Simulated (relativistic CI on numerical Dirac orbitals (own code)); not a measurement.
Computed by Dirac-Coulomb-Breit CI, separate exchange-only KLI orbitals for each configuration, model QED (radiative potential, 1s self-energy scaled to tabulated hydrogen-like ionisation energies), unscaled Slater integrals (own radial code, finite nucleus).

CI space (outside the closed core [Ar] 3d10): 4s²4p⁶4d¹⁰, 4s²4p⁶4d⁹4f, 4s²4p⁶4d⁹5s, 4s²4p⁶4d⁹5p, 4s²4p⁵4d¹⁰4f, 4s²4p⁶4d⁹5d, 4s²4p⁶4d⁹6s, 4s4p⁶4d¹⁰4f, 4s²4p⁶4d⁹6p, 4s²4p⁶4d⁹5f, 4s²4p⁵4d¹⁰5s, 4s²4p⁶4d⁹6d, 4s²4p⁶4d⁹5g, 4s²4p⁶4d⁹7s, 4s²4p⁶4d⁹7p, 4s²4p⁶4d⁹6f, 4s²4p⁵4d¹⁰5p, 4s²4p⁵4d¹⁰5d, 4s4p⁶4d¹⁰5s, 4s²4p⁵4d¹⁰6s, 4p⁶4d¹⁰4f², 4p⁶4d⁹4f³, 4p⁶4d⁹4f²5s, 4p⁶4d⁹4f²5p, 4p⁵4d¹⁰4f³, 4p⁶4d⁹4f²5d, 4p⁶4d⁹4f²6s. Double excitations out of closed p, d and f shells are left out; levels of such configurations are missing from the list, as are those of other unlisted configurations, and high levels can miss mixing partners. Some configurations lack a partner that the ground configuration has and come out too high, among them 4s²4p⁶4d⁹6p, 4s²4p⁶4d⁹5f, 4s²4p⁵4d¹⁰5s, 4s²4p⁶4d⁹6d, 4s²4p⁶4d⁹5g.

At this charge transitions that keep the count of f electrons are usually good to a few per cent. Levels and lines within the n = 5 or 6 shells can be off by up to 10 % or somewhat more, and those that change n by about 2 %, since core polarisation is missing. Levels that differ in their count of f electrons can be misplaced by several ten thousand cm⁻¹, since the correlation energy of f electrons is missing or only estimated; rates across such gaps can be off by orders of magnitude.

Outline of the computed level scheme of Ba XI. Lowest level of each configuration: 4s²4p⁶4d¹⁰ ¹S0 at 0.000 eV; 4s²4p⁶4d⁹5s ³D3 at 76.943 eV; 4s²4p⁶4d⁹4f ³P°0 at 94.253 eV; 4s²4p⁶4d⁹5p ³P°2 at 94.471 eV; 4s²4p⁶4d⁹5d ³S1 at 125.076 eV.

Some strong electric-dipole decays among the lowest 45 levels: 4s²4p⁶4d⁹4f ¹P°1 → 4s²4p⁶4d¹⁰ ¹S0 (2.6e+12 s⁻¹); 4s²4p⁶4d⁹5p ¹P°1 → 4s²4p⁶4d¹⁰ ¹S0 (1.3e+11 s⁻¹); 4s²4p⁶4d⁹5d ³G4 → 4s²4p⁶4d⁹5p ³F°3 (2.7e+10 s⁻¹); 4s²4p⁶4d⁹5p ³D°1 → 4s²4p⁶4d¹⁰ ¹S0 (2.7e+10 s⁻¹); 4s²4p⁶4d⁹5d ³G5 → 4s²4p⁶4d⁹5p ³F°4 (2.5e+10 s⁻¹); 4s²4p⁶4d⁹5d ³S1 → 4s²4p⁶4d⁹5p ³P°2 (2.2e+10 s⁻¹); 4s²4p⁶4d⁹5d ³P2 → 4s²4p⁶4d⁹5p ³P°2 (1.9e+10 s⁻¹); 4s²4p⁶4d⁹4f ³D°1 → 4s²4p⁶4d¹⁰ ¹S0 (1.8e+10 s⁻¹).

LS names give the leading component of a level, which can be under half, so a name can repeat, a term be missing and a line seem to break the LS rules.
